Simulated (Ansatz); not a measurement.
`[SiH3][CH2][AlH][TeH]` → `C[Te][AlH][SiH3]`  (isomerisation)

Isolated molecules relaxed with PBE0-D4/def2-TZVP in Ansatz; ΔE leaves out vibrations. CCSD(T)/CBS adds triple-zeta CCSD(T) − MP2 to the extrapolated MP2 energy (def2 sets, frozen cores). Functionals use def2-TZVPP. def2 core potentials past Kr. For Te outer-core shells are correlated without core-valence functions, which leaves a few kJ/mol of doubt a bond. Each species was taken in one conformer, which may not be the lowest.

Problem. Is it downhill or uphill in electronic energy at CCSD(T)/CBS, and by how much? (Best estimate.)

Solution. Computed: Uphill: ΔE = +9.8 kcal/mol.

Problem. What do these levels give: PBE-D4, PBE0-D4, ωB97M-V, B2PLYP, PBE, HF/def2-TZVPP? (Best estimate.)

Solution. Computed: PBE-D4 6.8, PBE0-D4 8.5, ωB97M-V 12.7, B2PLYP 10.2, PBE 6.6, HF/def2-TZVPP 11.8 kcal/mol.

Largest T1 diagnostic among the species: 0.012.

From PBE to PBE0 (25 % exact exchange), in def2-TZVPP and without D4, ΔE moves by +1.7 kcal/mol.
